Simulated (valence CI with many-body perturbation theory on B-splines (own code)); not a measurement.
## Dy60+: electric-dipole lines

Calculated by configuration interaction combined with many-body perturbation theory (CI+MBPT): four valence electrons over a frozen Dirac-Fock core [He], radial functions for each j: 11 s, 11 p, 9 d, 7 f, 5 g, 2 h, 1 i, with the one-electron correlation potential Σ1, the two-electron term Σ2, the three-electron term Σ3, Breit, model QED; selected CI, second order for the rest (own B-spline code, finite nucleus).

The last digits are not significant, and no measured levels were compared; by estimate large intervals hold to a few tenths of a per cent, small ones and those within an open d or f shell to about a per cent. Among the levels kept, up to 290 cm⁻¹ of a level comes from second order outside the variational space, and about a tenth of that is noise between levels of different J, which matters for small intervals.

Lines 51 to 100 of 250 in falling wavelength, among levels below 76998 × 10³ cm⁻¹, chosen from the strongest by gf and those to the six lowest levels. Wavelengths and rates use the calculated energies. Electric multipoles are in the length gauge, E1 and E2 with the static RPA response of the core. Weak lines are less certain than strong ones. Lines between different terms over intervals too small for the method are left out, as are lines whose strength nearly cancels. The highest levels of a list are the least certain.

Levels are named by their leading jj configuration (3d3/2^4 stands for four electrons in 3d with j = 3/2), which in mixed levels can hold well under half, so a name can repeat and another be missing. Letters in brackets count levels of one name in rising energy.

| λ vac (nm) | Upper | Lower | A (s⁻¹) | S (a.u.) |
| --- | --- | --- | --- | --- |
| 3.566 | (2s^2 2p3/2 3p3/2) J=2 | (2s^2 2p3/2 3s) J=1 | 3.08e+11 | 3.44e-02 |
| 3.554 | (2s 2p1/2 2p3/2 3p3/2) J=2 [b] | (2s 2p1/2 2p3/2 3s) J=3 | 1.74e+11 | 1.93e-02 |
| 3.552 | (2s 2p1/2 2p3/2 3p3/2) J=1 [c] | (2s 2p1/2 2p3/2 3s) J=0 | 2.76e+11 | 1.83e-02 |
| 3.510 | (2s 2p1/2 2p3/2 3p3/2) J=1 [d] | (2s 2p1/2 2p3/2 3s) J=1 [b] | 3.12e+11 | 2.00e-02 |
| 3.501 | (2s 2p1/2 2p3/2 3p3/2) J=3 [b] | (2s 2p1/2 2p3/2 3s) J=3 | 3.18e+11 | 4.71e-02 |
| 3.491 | (2s 2p1/2 2p3/2 3p3/2) J=2 [a] | (2s 2p1/2 2p3/2 3s) J=2 [a] | 2.03e+11 | 2.13e-02 |
| 3.488 | (2s^2 2p3/2 3p3/2) J=2 | (2s^2 2p3/2 3s) J=2 | 2.99e+11 | 3.13e-02 |
| 1.170 | (2s 2p1/2 2p3/2^2) J=2 [a] | (2s^2 2p1/2 2p3/2) J=1 | 9.53e+11 | 3.77e-03 |
| 1.144 | (2s 2p1/2 2p3/2^2) J=3 | (2s^2 2p1/2 2p3/2) J=2 | 9.12e+11 | 4.72e-03 |
| 1.113 | (2s 2p3/2^3) J=2 | (2s^2 2p3/2^2) J=2 | 3.23e+12 | 1.10e-02 |
| 1.106 | (2p1/2^2 2p3/2^2) J=2 | (2s 2p1/2^2 2p3/2) J=1 | 2.82e+12 | 9.41e-03 |
| 1.105 | (2p1/2 2p3/2^3) J=1 | (2s 2p1/2 2p3/2^2) J=1 [a] | 4.11e+12 | 8.20e-03 |
| 1.103 | (2s 2p1/2 2p3/2 3p3/2) J=2 [c] | (2s^2 2p1/2 3p3/2) J=1 | 3.48e+12 | 1.15e-02 |
| 1.100 | (2s 2p1/2 2p3/2 3p3/2) J=3 [c] | (2s^2 2p1/2 3p3/2) J=2 | 3.66e+12 | 1.68e-02 |
| 1.097 | (2s 2p1/2 2p3/2 3d3/2) J=2 [c] | (2s^2 2p1/2 3d3/2) J=2 | 2.89e+12 | 9.42e-03 |
| 1.097 | (2p1/2 2p3/2^3) J=2 | (2s 2p1/2 2p3/2^2) J=2 [b] | 5.74e+12 | 1.87e-02 |
| 1.097 | (2s 2p1/2 2p3/2 3d3/2) J=1 [d] | (2s^2 2p1/2 3d3/2) J=1 | 2.55e+12 | 4.97e-03 |
| 1.096 | (2p3/2^4) J=0 | (2s 2p3/2^3) J=1 | 1.30e+13 | 8.44e-03 |
| 1.095 | (2s 2p1/2 2p3/2 3d3/2) J=2 [d] | (2s^2 2p1/2 3d3/2) J=1 | 3.07e+12 | 9.95e-03 |
| 1.095 | (2s 2p1/2 2p3/2 3s) J=1 [b] | (2s^2 2p1/2 3s) J=1 | 3.77e+12 | 7.32e-03 |
| 1.094 | (2s 2p1/2 2p3/2 3p1/2) J=1 [b] | (2s^2 2p1/2 3p1/2) J=1 | 4.39e+12 | 8.51e-03 |
| 1.093 | (2s 2p1/2 2p3/2 3d3/2) J=3 [c] | (2s^2 2p1/2 3d3/2) J=2 | 3.32e+12 | 1.50e-02 |
| 1.092 | (2s 2p1/2 2p3/2 3p1/2) J=2 [c] | (2s^2 2p1/2 3p1/2) J=1 | 3.81e+12 | 1.22e-02 |
| 1.091 | (2s 2p1/2 2p3/2 3p1/2) J=1 [c] | (2s^2 2p1/2 3p1/2) J=0 | 4.11e+12 | 7.90e-03 |
| 1.087 | (2s 2p1/2 2p3/2 3s) J=2 [c] | (2s^2 2p1/2 3s) J=1 | 3.65e+12 | 1.16e-02 |
| 1.087 | (2s 2p1/2 2p3/2 3p3/2) J=1 [c] | (2s^2 2p1/2 3p3/2) J=1 | 2.68e+12 | 5.08e-03 |
| 1.086 | (2p1/2^2 2p3/2 3s) J=2 | (2s 2p1/2^2 3s) J=1 | 1.95e+12 | 6.17e-03 |
| 1.086 | (2s 2p1/2 2p3/2 3s) J=1 [c] | (2s^2 2p1/2 3s) J=0 | 3.65e+12 | 6.93e-03 |
| 1.086 | (2s 2p1/2 2p3/2 3p3/2) J=2 [d] | (2s^2 2p1/2 3p3/2) J=2 | 3.41e+12 | 1.08e-02 |
| 1.085 | (2p1/2^2 2p3/2 3p1/2) J=2 | (2s 2p1/2^2 3p1/2) J=1 | 2.53e+12 | 7.96e-03 |
| 1.082 | (2s 2p1/2 2p3/2 3d3/2) J=1 [c] | (2s^2 2p1/2 3d3/2) J=2 | 3.24e+12 | 6.09e-03 |
| 1.080 | (2s 2p1/2 2p3/2 3p3/2) J=1 [d] | (2s^2 2p1/2 3p3/2) J=2 | 2.61e+12 | 4.88e-03 |
| 1.076 | (2s 2p1/2 2p3/2^2) J=0 | (2s^2 2p1/2 2p3/2) J=1 | 3.45e+12 | 2.12e-03 |
| 1.074 | (2s 2p1/2 2p3/2^2) J=1 [a] | (2s^2 2p1/2 2p3/2) J=2 | 4.51e+11 | 8.27e-04 |
| 1.068 | (2s 2p1/2^2 2p3/2) J=1 | (2s^2 2p1/2^2) J=0 | 4.30e+12 | 7.75e-03 |
| 1.065 | (2s 2p1/2 2p3/2^2) J=2 [b] | (2s^2 2p1/2 2p3/2) J=2 | 6.11e+12 | 1.82e-02 |
| 1.061 | (2s 2p1/2 2p3/2^2) J=1 [b] | (2s^2 2p1/2 2p3/2) J=2 | 4.08e+12 | 7.22e-03 |
| 1.058 | (2s 2p1/2 2p3/2^2) J=1 [a] | (2s^2 2p1/2 2p3/2) J=1 | 6.21e+12 | 1.09e-02 |
| 1.053 | (2p1/2^2 2p3/2^2) J=0 | (2s 2p1/2^2 2p3/2) J=1 | 7.00e+12 | 4.03e-03 |
| 1.049 | (2s 2p1/2 2p3/2^2) J=2 [b] | (2s^2 2p1/2 2p3/2) J=1 | 4.37e+11 | 1.24e-03 |
| 1.044 | (2s 2p3/2^3) J=1 | (2s^2 2p3/2^2) J=2 | 6.25e+12 | 1.05e-02 |
| 1.035 | (2p1/2^2 2p3/2^2) J=2 | (2s 2p1/2^2 2p3/2) J=2 | 3.26e+12 | 8.93e-03 |
| 1.024 | (2p1/2 2p3/2^3) J=2 | (2s 2p1/2 2p3/2^2) J=3 | 1.78e+12 | 4.70e-03 |
| 0.1762 | (2s 2p1/2^2 3s) J=1 | (2s 2p1/2^2 2p3/2) J=1 | 1.79e+13 | 1.45e-04 |
| 0.1754 | (2s 2p1/2^2 3s) J=0 | (2s 2p1/2^2 2p3/2) J=1 | 1.19e+14 | 3.17e-04 |
| 0.1746 | (2s 2p1/2 2p3/2 3s) J=3 | (2s 2p1/2 2p3/2^2) J=3 | 5.79e+13 | 1.06e-03 |
| 0.1744 | (2s 2p1/2^2 3s) J=1 | (2s 2p1/2^2 2p3/2) J=2 | 1.09e+14 | 8.53e-04 |
| 0.1741 | (2s^2 2p1/2 3s) J=1 | (2s^2 2p1/2 2p3/2) J=2 | 1.06e+14 | 8.30e-04 |
| 0.1741 | (2s 2p1/2 2p3/2 3s) J=2 [b] | (2s 2p1/2 2p3/2^2) J=3 | 9.15e+13 | 1.19e-03 |
| 0.1737 | (2s^2 2p1/2 3s) J=0 | (2s^2 2p1/2 2p3/2) J=1 | 1.30e+14 | 3.36e-04 |
